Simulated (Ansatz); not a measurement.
Ansatz (an electronic-structure program) input (HF/3-21G): The .json file is the Basis Set Exchange's 3-21G.

Ansatz 0.2 input:
```yaml
crystal:
  periodic: [false, false, false]
  atoms:
    - {symbol: C, position_ang: [-2.37278373, 0.15017710, -0.52179153]}
    - {symbol: C, position_ang: [-1.82647501, -0.45369347, 0.59994459]}
    - {symbol: C, position_ang: [-0.46691964, -0.53836105, 0.89649095]}
    - {symbol: Ge, position_ang: [0.99087599, 0.16114340, -0.17594781]}
    - {symbol: H, position_ang: [-3.43311974, 0.17410172, -0.67898715]}
    - {symbol: H, position_ang: [-1.76088843, 0.61452663, -1.27233113]}
    - {symbol: H, position_ang: [-2.51566359, -0.89401899, 1.29982657]}
    - {symbol: H, position_ang: [-0.20123616, -1.04125222, 1.81010397]}
    - {symbol: H, position_ang: [2.30885353, -0.17072064, 0.55099539]}
    - {symbol: H, position_ang: [0.87865517, 1.69015458, -0.34736492]}
    - {symbol: H, position_ang: [1.01243798, -0.47811519, -1.57977689]}
basis:
  gaussian:
    orbitals: 3-21G.json
hamiltonian:
  xc: {name: HF}
magnetization: {spin_polarized: true, initial_magnetization: 1}
phonons: {temperatures: {t_min: 298.15, t_max: 298.15, t_step: 100}}
```

Output:

```
Functional definition: HF
integrals: 0.02 GiB planned
784 factors; integrals over basis functions are off by at most 6.4e-4 eV
mean field: 0.33 GiB planned
mean field evaluation 1: about -59382.1167 eV, gradient 1.5e1 eV
mean field evaluation 2: about -59382.2916 eV, gradient 1.5e1 eV
mean field evaluation 4: about -59384.1263 eV, gradient 2.6e0 eV
mean field evaluation 8: about -59384.3336 eV, gradient 2.4e-1 eV
mean field -59384.33443505 eV, -2182.3340383405 hartree, gradient 6.9e-5 eV, S^2 0.972454; 0 other end points of the search recorded, 0 dependent functions left out
the calculation of the forces begins
reference -59384.33443505 eV, -2182.3340383405 hartree; 29, 28 occupied and 35, 36 virtual orbitals, 784 factors
these checks for a lower state are left out or cut short: stability, starts, cluster_reference, orbital_swaps, neighbouring_geometries, increment
integrals: 0.02 GiB planned
784 factors; integrals over basis functions are off by at most 6.5e-4 eV
mean field: 0.33 GiB planned
mean field evaluation 16: about -59384.3331 eV, gradient 4.2e-1 eV
mean field -59384.33422801 eV, -2182.3340307319 hartree, gradient 2.8e-6 eV, S^2 0.973635; 0 other end points of the search recorded, 0 dependent functions left out
the calculation of the forces begins
reference -59384.33422801 eV, -2182.3340307319 hartree; 29, 28 occupied and 35, 36 virtual orbitals, 784 factors
these checks for a lower state are left out or cut short: stability, starts, cluster_reference, orbital_swaps, neighbouring_geometries, increment
integrals: 0.02 GiB planned
784 factors; integrals over basis functions are off by at most 6.4e-4 eV
mean field: 0.33 GiB planned
mean field -59384.33422342 eV, -2182.3340305634 hartree, gradient 8.9e-6 eV, S^2 0.971265; 0 other end points of the search recorded, 0 dependent functions left out
the calculation of the forces begins
reference -59384.33422342 eV, -2182.3340305634 hartree; 29, 28 occupied and 35, 36 virtual orbitals, 784 factors
these checks for a lower state are left out or cut short: stability, starts, cluster_reference, orbital_swaps, neighbouring_geometries, increment
integrals: 0.02 GiB planned
784 factors; integrals over basis functions are off by at most 6.4e-4 eV
mean field: 0.33 GiB planned
mean field evaluation 32: about -59384.1529 eV, gradient 7.2e-4 eV
mean field -59384.33431309 eV, -2182.3340338585 hartree, gradient 2.8e-6 eV, S^2 0.972098; 0 other end points of the search recorded, 0 dependent functions left out
the calculation of the forces begins
reference -59384.33431309 eV, -2182.3340338585 hartree; 29, 28 occupied and 35, 36 virtual orbitals, 784 factors
these checks for a lower state are left out or cut short: stability, starts, cluster_reference, orbital_swaps, neighbouring_geometries, increment
integrals: 0.02 GiB planned
784 factors; integrals over basis functions are off by at most 6.5e-4 eV
mean field: 0.33 GiB planned
mean field -59384.33430994 eV, -2182.3340337427 hartree, gradient 2.8e-6 eV, S^2 0.972816; 0 other end points of the search recorded, 0 dependent functions left out
the calculation of the forces begins
reference -59384.33430994 eV, -2182.3340337427 hartree; 29, 28 occupied and 35, 36 virtual orbitals, 784 factors
these checks for a lower state are left out or cut short: stability, starts, cluster_reference, orbital_swaps, neighbouring_geometries, increment
integrals: 0.02 GiB planned
784 factors; integrals over basis functions are off by at most 6.4e-4 eV
mean field: 0.33 GiB planned
mean field -59384.33421770 eV, -2182.3340303531 hartree, gradient 8.4e-6 eV, S^2 0.971473; 0 other end points of the search recorded, 0 dependent functions left out
the calculation of the forces begins
reference -59384.33421770 eV, -2182.3340303531 hartree; 29, 28 occupied and 35, 36 virtual orbitals, 784 factors
these checks for a lower state are left out or cut short: stability, starts, cluster_reference, orbital_swaps, neighbouring_geometries, increment
integrals: 0.02 GiB planned
784 factors; integrals over basis functions are off by at most 6.4e-4 eV
mean field: 0.33 GiB planned
mean field evaluation 64: about -59384.3342 eV, gradient 2.8e-6 eV
mean field -59384.33423204 eV, -2182.3340308799 hartree, gradient 2.8e-6 eV, S^2 0.973421; 0 other end points of the search recorded, 0 dependent functions left out
the calculation of the forces begins
reference -59384.33423204 eV, -2182.3340308799 hartree; 29, 28 occupied and 35, 36 virtual orbitals, 784 factors
these checks for a lower state are left out or cut short: stability, starts, cluster_reference, orbital_swaps, neighbouring_geometries, increment
integrals: 0.02 GiB planned
784 factors; integrals over basis functions are off by at most 6.4e-4 eV
mean field: 0.33 GiB planned
[...]
integrals: 0.02 GiB planned
784 factors; integrals over basis functions are off by at most 6.4e-4 eV
mean field: 0.33 GiB planned
mean field -59384.33441750 eV, -2182.3340376957 hartree, gradient 2.6e-6 eV, S^2 0.972475; 0 other end points of the search recorded, 0 dependent functions left out
the calculation of the forces begins
reference -59384.33441750 eV, -2182.3340376957 hartree; 29, 28 occupied and 35, 36 virtual orbitals, 784 factors
these checks for a lower state are left out or cut short: stability, starts, cluster_reference, orbital_swaps, neighbouring_geometries, increment
integrals: 0.02 GiB planned
784 factors; integrals over basis functions are off by at most 6.4e-4 eV
mean field: 0.33 GiB planned
mean field -59384.33442117 eV, -2182.3340378305 hartree, gradient 2.7e-6 eV, S^2 0.972436; 0 other end points of the search recorded, 0 dependent functions left out
the calculation of the forces begins
reference -59384.33442117 eV, -2182.3340378305 hartree; 29, 28 occupied and 35, 36 virtual orbitals, 784 factors
these checks for a lower state are left out or cut short: stability, starts, cluster_reference, orbital_swaps, neighbouring_geometries, increment
integrals: 0.02 GiB planned
784 factors; integrals over basis functions are off by at most 6.4e-4 eV
mean field: 0.33 GiB planned
mean field evaluation 288: about -59384.3344 eV, gradient 2.6e-6 eV
mean field -59384.33441541 eV, -2182.3340376186 hartree, gradient 2.6e-6 eV, S^2 0.972459; 0 other end points of the search recorded, 0 dependent functions left out
the calculation of the forces begins
reference -59384.33441541 eV, -2182.3340376186 hartree; 29, 28 occupied and 35, 36 virtual orbitals, 784 factors
these checks for a lower state are left out or cut short: stability, starts, cluster_reference, orbital_swaps, neighbouring_geometries, increment
integrals: 0.02 GiB planned
784 factors; integrals over basis functions are off by at most 6.4e-4 eV
mean field: 0.33 GiB planned
mean field -59384.33441695 eV, -2182.3340376752 hartree, gradient 2.4e-6 eV, S^2 0.972451; 0 other end points of the search recorded, 0 dependent functions left out
the calculation of the forces begins
reference -59384.33441695 eV, -2182.3340376752 hartree; 29, 28 occupied and 35, 36 virtual orbitals, 784 factors
these checks for a lower state are left out or cut short: stability, starts, cluster_reference, orbital_swaps, neighbouring_geometries, increment
integrals: 0.02 GiB planned
784 factors; integrals over basis functions are off by at most 6.4e-4 eV
mean field: 0.33 GiB planned
mean field -59384.33441106 eV, -2182.3340374590 hartree, gradient 2.8e-6 eV, S^2 0.972456; 0 other end points of the search recorded, 0 dependent functions left out
the calculation of the forces begins
reference -59384.33441106 eV, -2182.3340374590 hartree; 29, 28 occupied and 35, 36 virtual orbitals, 784 factors
these checks for a lower state are left out or cut short: stability, starts, cluster_reference, orbital_swaps, neighbouring_geometries, increment
integrals: 0.02 GiB planned
784 factors; integrals over basis functions are off by at most 6.4e-4 eV
mean field: 0.33 GiB planned
mean field -59384.33441233 eV, -2182.3340375054 hartree, gradient 2.9e-6 eV, S^2 0.972453; 0 other end points of the search recorded, 0 dependent functions left out
the calculation of the forces begins
reference -59384.33441233 eV, -2182.3340375054 hartree; 29, 28 occupied and 35, 36 virtual orbitals, 784 factors
these checks for a lower state are left out or cut short: stability, starts, cluster_reference, orbital_swaps, neighbouring_geometries, increment
integrals: 0.02 GiB planned
784 factors; integrals over basis functions are off by at most 6.4e-4 eV
mean field: 0.33 GiB planned
mean field -59384.33442898 eV, -2182.3340381175 hartree, gradient 2.9e-6 eV, S^2 0.972449; 0 other end points of the search recorded, 0 dependent functions left out
the calculation of the forces begins
reference -59384.33442898 eV, -2182.3340381175 hartree; 29, 28 occupied and 35, 36 virtual orbitals, 784 factors
these checks for a lower state are left out or cut short: stability, starts, cluster_reference, orbital_swaps, neighbouring_geometries, increment
integrals: 0.02 GiB planned
784 factors; integrals over basis functions are off by at most 6.4e-4 eV
mean field: 0.33 GiB planned
mean field evaluation 320: about -59384.3344 eV, gradient 2.4e-5 eV
mean field -59384.33442816 eV, -2182.3340380873 hartree, gradient 2.8e-6 eV, S^2 0.972460; 0 other end points of the search recorded, 0 dependent functions left out
the calculation of the forces begins
reference -59384.33442816 eV, -2182.3340380873 hartree; 29, 28 occupied and 35, 36 virtual orbitals, 784 factors
these checks for a lower state are left out or cut short: stability, starts, cluster_reference, orbital_swaps, neighbouring_geometries, increment
integrals: 0.02 GiB planned
784 factors; integrals over basis functions are off by at most 6.4e-4 eV
mean field: 0.33 GiB planned
mean field -59384.33438471 eV, -2182.3340364904 hartree, gradient 2.8e-6 eV, S^2 0.972455; 0 other end points of the search recorded, 0 dependent functions left out
the calculation of the forces begins
reference -59384.33438471 eV, -2182.3340364904 hartree; 29, 28 occupied and 35, 36 virtual orbitals, 784 factors
these checks for a lower state are left out or cut short: stability, starts, cluster_reference, orbital_swaps, neighbouring_geometries, increment
integrals: 0.02 GiB planned
784 factors; integrals over basis functions are off by at most 6.4e-4 eV
mean field: 0.33 GiB planned
mean field -59384.33438380 eV, -2182.3340364571 hartree, gradient 2.8e-6 eV, S^2 0.972454; 0 other end points of the search recorded, 0 dependent functions left out
the calculation of the forces begins
reference -59384.33438380 eV, -2182.3340364571 hartree; 29, 28 occupied and 35, 36 virtual orbitals, 784 factors
these checks for a lower state are left out or cut short: stability, starts, cluster_reference, orbital_swaps, neighbouring_geometries, increment
integrals: 0.02 GiB planned
784 factors; integrals over basis functions are off by at most 6.4e-4 eV
mean field: 0.33 GiB planned
mean field -59384.33442765 eV, -2182.3340380686 hartree, gradient 2.5e-6 eV, S^2 0.972457; 0 other end points of the search recorded, 0 dependent functions left out
the calculation of the forces begins
reference -59384.33442765 eV, -2182.3340380686 hartree; 29, 28 occupied and 35, 36 virtual orbitals, 784 factors
these checks for a lower state are left out or cut short: stability, starts, cluster_reference, orbital_swaps, neighbouring_geometries, increment
integrals: 0.02 GiB planned
784 factors; integrals over basis functions are off by at most 6.4e-4 eV
mean field: 0.33 GiB planned
mean field evaluation 352: about -59384.3344 eV, gradient 2.6e-6 eV
mean field -59384.33442792 eV, -2182.3340380783 hartree, gradient 2.6e-6 eV, S^2 0.972452; 0 other end points of the search recorded, 0 dependent functions left out
the calculation of the forces begins
reference -59384.33442792 eV, -2182.3340380783 hartree; 29, 28 occupied and 35, 36 virtual orbitals, 784 factors
Total energy: -59384.33443505 eV, -2182.3340383405 hartree
Atom 0 at    -2.372784     0.150177    -0.521792 Å, force     0.000797     0.000445    -0.000697 eV/Å
Atom 1 at    -1.826475    -0.453693     0.599945 Å, force    -0.000164    -0.001375     0.002402 eV/Å
Atom 2 at    -0.466920    -0.538361     0.896491 Å, force     0.000712     0.000633    -0.001037 eV/Å
Atom 3 at     0.990876     0.161143    -0.175948 Å, force     0.000521     0.000687    -0.001153 eV/Å
Atom 4 at    -3.433120     0.174102    -0.678987 Å, force    -0.000783     0.000153    -0.000354 eV/Å
Atom 5 at    -1.760888     0.614527    -1.272331 Å, force     0.000034     0.000496    -0.000869 eV/Å
Atom 6 at    -2.515664    -0.894019     1.299827 Å, force    -0.000078    -0.000350     0.000608 eV/Å
Atom 7 at    -0.201236    -1.041252     1.810104 Å, force    -0.001019    -0.000640     0.001015 eV/Å
Atom 8 at     2.308854    -0.170721     0.550995 Å, force    -0.000351    -0.000168     0.000258 eV/Å
Atom 9 at     0.878655     1.690155    -0.347365 Å, force     0.000162     0.000114    -0.000056 eV/Å
Atom 10 at     1.012438    -0.478115    -1.579777 Å, force     0.000169     0.000005    -0.000117 eV/Å
Dipole moment:    -0.134912    -0.041863     0.059007 e Å
Vibrations: 65.47 183.01 268.14 511.00 555.58 570.62 607.16 767.80 780.32 855.17 930.66 952.71 970.25 1087.47 1088.64 1199.57 1289.73 1471.83 1574.72 1656.82 2112.89 2125.53 2149.64 3298.17 3307.61 3321.64 3398.29 cm⁻¹, zero-point energy 2.299934 eV
```

The blocks after the first are displaced geometries, from whose forces the wavenumbers follow.

The determinant is spin-contaminated: <S^2> is 0.97 against 0.75 for a pure state.
